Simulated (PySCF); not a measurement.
# Sb (antimony, neutral) across methods

[Kr] 4d10 5s2 5p2 6s1, high-spin 4P determinant (an excited configuration). Computed with PySCF 2.14 in x2c-TZVPPall with one added diffuse shell each of s, p, d, f type (9s7p5d3f, 76 functions), with the spin-free X2C one-electron Hamiltonian (Gaussian nucleus).

| method | E (hartree) | mean ε 5s β (eV) | mean ε 5p α (eV) | mean ε 6s α (eV) | Σ⟨r²⟩ (bohr²) | ⟨S²⟩ |
| --- | --- | --- | --- | --- | --- | --- |
| wB97X | -6480.70 | -18.376 | -10.776 | -2.769 | 82.10 | 3.752 |
| UHF | -6477.73329 | -17.271 | -11.429 | -2.650 | 83.16 | 3.759 |
| TPSS | -6480.21 | -14.579 | -7.811 | -1.476 | 82.32 | 3.752 |
| PBE | -6480.07 | -14.708 | -7.691 | -1.530 | 81.93 | 3.751 |
| wB97X-V | -6480.18 | -18.120 | -10.834 | -2.851 | 81.93 | 3.753 |
| LDA | -6474.32 | -15.143 | -7.773 | -1.581 | 81.33 | 3.751 |
| CAM-B3LYP | -6480.83 | -17.241 | -9.912 | -2.357 | 81.71 | 3.752 |
| r2SCAN | -6480.50 | -14.835 | -8.108 | -1.501 | 82.18 | 3.754 |

(1) Estimate the same row for PBE0.

The outer electron is Rydberg-like, and this basis confines it to a smaller radius and binds it less than a complete one would.

Results:

(1) E (hartree) = -6480.15; mean ε 5s β (eV) = -15.648; mean ε 5p α (eV) = -8.792; mean ε 6s α (eV) = -1.901; Σ⟨r²⟩ (bohr²) = 82.00; ⟨S²⟩ = 3.753.
